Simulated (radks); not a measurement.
Results of a calculation; reference values are marked as such.
Valence configurations of Br+ (all share [Ar]). Level of theory: scalar-relativistic Kohn-Sham, SCAN, spin-polarised, spherical densities, finite nucleus; open shells are filled with parallel spins first; meta-GGA in the generalised Kohn-Sham scheme; Fermi nuclear charge, rms radius 4.1629 fm (a radial shooting solver on a logarithmic mesh with Libxc functionals). Energies are relative to 3d10 4s2 4p4; eigenvalues in eV for spin up.

| valence | E (eV) | moment (Bohr magnetons) | e(3d) | e(4p) | e(4s) |
|---|---|---|---|---|---|
| 3d10 4s2 4p4 | 0.000 | 2 | -79.224 | -18.758 | -32.279 |
| 3d10 4s1.5 4p4.5 | 6.647 | 2 | -80.092 | -19.140 | -32.804 |
| 3d10 4s1 4p5 | 13.199 | 2 | -80.957 | -19.534 | -33.345 |
| 3d10 4p6 | 28.253 | 0 | -82.405 | -19.103 | - |
| 3d9.5 4s1.5 4p5 | 39.261 | 2 | -86.983 | -19.913 | -34.045 |
| 3d9 4s2 4p5 | 67.061 | 2 | -93.177 | -20.315 | -34.773 |
| 3d9 4s1 4p6 | 81.254 | 2 | -94.794 | -21.033 | -35.743 |
| 3d8.5 4s2 4p5.5 | 104.11 | 2 | -100.31 | -21.068 | -35.963 |
| 3d8.5 4s1.5 4p6 | 111.44 | 2 | -101.09 | -21.417 | -36.435 |
| 3d8 4s2 4p6 | 143.57 | 2 | -107.56 | -21.805 | -37.118 |

NIST lists [Ar] 3d10 4s2 4p4 as the ground configuration; this level of theory agrees among the configurations tried. The energies are those of spherical high-spin densities, not of single terms.
